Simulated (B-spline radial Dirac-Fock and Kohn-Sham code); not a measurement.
## Re⁵⁺ 5p3/2: cross section and angular parameters

System: rhenium as Re⁵⁺, [Xe] 4f14 5d2; threshold 110.6 eV (orbital energy of the model). The computed values come from a radial B-spline solver: Dirac-Hartree-Slater photoionisation with a Latter tail; cross sections with all multipoles, angular parameters from the dipole term and its interference with E2.

Input file task.json (cfg lists n, l and occupation; rrms is the nuclear radius in fm):

```json
{"items": [{
  "Z": 75,
  "q": 5,
  "cfg": [[1, 0, 2], [2, 0, 2], [2, 1, 6], [3, 0, 2], [3, 1, 6], [3, 2, 10], [4, 0, 2], [4, 1, 6], [4, 2, 10], [4, 3, 14], [5, 0, 2], [5, 1, 6], [5, 2, 2]],
  "A": 187,
  "rrms": 5.3698,
  "do": "xps",
  "hv": [80, 89.6, 100, 139.0, 150, 188.0, 243.0, 400, 570.0, 600.0, 800, 804.0, 820.0, 874.0, 966.0, 1000, 1253.6, 1400.0, 1490.0, 1680.0, 2180.0, 2340.0, 6000, 6600.0, 8210.0, 9500.0, 10100.0, 11400.0, 11900.0, 12800.0]
}]}
```

Launch: `python xray2_run.py task.json out`

For linearly polarised light dσ/dΩ = σ/(4π) [1 + β P₂(cos θ) + (δ + γ cos²θ) sin θ cos φ], with θ from the polarisation vector and φ the angle between the beam and the projection of the electron momentum on the plane normal to the polarisation.

```tsv
hν (eV)	σ (kb)	β	γ	δ
139	252	-0.245	0.208	-0.026
150	226	-0.319	0.129	-0.015
188	171	-0.227	-0.049	0.019
243	?	?	?	?
400	77.1	0.777	0.132	0.036
570	50.3	1.115	0.258	0.022
600	47.1	1.155	0.269	0.020
800	32.2	1.348	0.285	0.009
804	31.9	1.351	0.285	0.009
820	31.1	1.362	0.283	0.009
874	28.5	1.397	0.275	0.007
966	24.7	1.447	0.258	0.004
1000	23.5	1.463	0.250	0.004
1253.6	16.8	1.555	0.186	0.000
1400	14.1	1.593	0.148	-0.001
1490	12.8	1.612	0.126	-0.001
1680	10.5	1.645	0.082	-0.001
2180	6.74	1.700	0.000	0.000
2340	5.94	1.711	-0.017	0.000
6000	0.909	1.747	0.237	0.012
6600	0.735	1.740	0.322	0.014
8210	0.446	1.716	0.555	0.018
9500	0.316	1.695	0.738	0.022
10100	0.273	1.685	0.822	0.024
11400	0.203	1.662	0.996	0.028
11900	0.183	1.654	1.061	0.030
12800	0.152	1.638	1.174	0.033
```

Q: Give the values at 243 eV.

A: σ = 131 kb, β = 0.126, γ = -0.071, δ = 0.039.
